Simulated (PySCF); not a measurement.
Ga(H)(Me)2 (C2H7Ga), SMILES [CH3][GaH][CH3].

The structure is a stationary point at PBE0-D3(BJ)/def2-SVP. The structure was generated by enumeration; whether it is a known compound was not checked.

Method: B3LYP/def2-TZVPD (PySCF).

Symmetry labels are those of the subgroup Cs that the program uses (full group Cs).

List the valence orbital energies around the gap with their symmetry. (The exact figures need the calculation; the answer reports its results.)


```
orbital  symmetry  energy (eV)
-------  --------  -----------
HOMO−7         A"       -18.18
HOMO−6         A'       -11.41
HOMO−5         A'       -10.86
HOMO−4         A'       -10.76
HOMO−3         A"       -10.62
HOMO−2         A"       -10.58
HOMO−1         A'        -7.64
HOMO           A"        -7.46
LUMO           A'        -1.24
LUMO+1         A'        -0.19
LUMO+2         A"         0.46
LUMO+3         A'         0.84
```
